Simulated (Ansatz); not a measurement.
A single point on BFH4SeSi (`B[SiH](F)[SeH]`).

```yaml
crystal:
  periodic: [false, false, false]
  atoms:
    - {symbol: B, position_ang: [-0.939944, 0.635616, 0.051361]}
    - {symbol: Si, position_ang: [0.970626, 0.379517, 0.113056]}
    - {symbol: F, position_ang: [1.765768, -0.311990, 1.312492]}
    - {symbol: Se, position_ang: [-0.370648, -1.262353, -1.010336]}
    - {symbol: H, position_ang: [-1.292904, 1.352799, -0.841048]}
    - {symbol: H, position_ang: [-1.661334, 0.374422, 0.963587]}
    - {symbol: H, position_ang: [1.984815, 0.865412, -0.849652]}
    - {symbol: H, position_ang: [-0.364279, -2.090423, 0.204642]}
basis:
  gaussian: {orbitals: def2-QZVPP}
correlation: {method: mp2}
```

```sh
$ ansatz run in.yaml --threads 4 --pin off --events-out ev --progress --plain --max-ram 10444MiB
```

It prints (some lines left out):

```
Functional definition: HF
2401 factors; integrals over basis functions are off by at most 9.1e-4 eV
mean field evaluation 1: about -76608.3985 eV, gradient 3.1e1 eV
mean field evaluation 2: about -76608.5247 eV, gradient 3.1e1 eV
mean field evaluation 4: about -76610.9635 eV, gradient 3.3e0 eV
mean field evaluation 8: about -76611.0144 eV, gradient 2.8e-1 eV
mean field evaluation 16: about -76611.0149 eV, gradient 2.2e-6 eV
mean field -76611.01491764 eV, -2815.4028694124 hartree, gradient 2.2e-6 eV, S^2 0.000000; 0 other end points of the search recorded, 0 dependent functions left out
16 core orbitals not correlated: weight in the atoms' cores, before any rotation towards them, 1.000 or more for the frozen orbitals, at most 0.000 for the correlated occupied ones
reference -76611.01491764 eV, -2815.4028694124 hartree; 17, 17 occupied and 360, 360 virtual orbitals, 2401 factors
second order -30.13942268 eV of doubles, -0.00000000 eV of singles
Total energy: -76641.15434032 eV, -2816.5104727666 hartree
```

Run time 18 s (4 threads of an Arm Neoverse V1 on a shared host); peak host memory 1.9 GiB.
